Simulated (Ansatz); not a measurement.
C2H6BBrSi (`C[Si]1(Br)BC1`). Charge 0, multiplicity 1. The structure was optimised at the PBE0-D4/def2-TZVP level.

```xyz
11

C     0.990    1.326   -0.480
Si    0.214   -0.364   -0.564
Br    1.821   -1.808   -1.105
B    -1.540   -0.978   -0.243
C    -0.983   -0.569    1.072
H     1.381    1.580   -1.468
H     1.820    1.345    0.228
H     0.249    2.076   -0.198
H    -2.230   -1.897   -0.537
H    -0.597    0.428    1.308
H    -1.126   -1.139    1.988
```

(1) What is the dipole moment at PBE/def2-TZVPP? (Best estimate.)

(2) And with r2SCAN, B3LYP, ωB97M-V? (Best estimate.)

(3) Give the Mulliken charges with PBE, ωB97M-V, r2SCAN in def2-TZVPP. (Estimate.)

Results:

(1) Ansatz gave: 2.28 D, with components (0.47, 2.07, 0.85) D in this frame, pointing from negative to positive charge.

(2) The calculation gave: r2SCAN 2.32 D, B3LYP 2.25 D, ωB97M-V 2.28 D.

(3) Computed: 
```json
{"atom": "C1", "PBE": "-0.36", "ωB97M-V": "-0.42", "r2SCAN": "-0.30"}
{"atom": "Si2", "PBE": "0.20", "ωB97M-V": "0.23", "r2SCAN": "0.31"}
{"atom": "Br3", "PBE": "-0.19", "ωB97M-V": "-0.19", "r2SCAN": "-0.21"}
{"atom": "B4", "PBE": "-0.01", "ωB97M-V": "-0.04", "r2SCAN": "-0.04"}
{"atom": "C5", "PBE": "-0.25", "ωB97M-V": "-0.33", "r2SCAN": "-0.27"}
{"atom": "H6", "PBE": "0.12", "ωB97M-V": "0.13", "r2SCAN": "0.09"}
{"atom": "H7", "PBE": "0.12", "ωB97M-V": "0.14", "r2SCAN": "0.09"}
{"atom": "H8", "PBE": "0.11", "ωB97M-V": "0.12", "r2SCAN": "0.08"}
{"atom": "H9", "PBE": "0.03", "ωB97M-V": "0.10", "r2SCAN": "0.02"}
{"atom": "H10", "PBE": "0.13", "ωB97M-V": "0.15", "r2SCAN": "0.13"}
{"atom": "H11", "PBE": "0.10", "ωB97M-V": "0.12", "r2SCAN": "0.09"}
```

B3LYP here is the variant with VWN-RPA as its local correlation; programs differ in this.
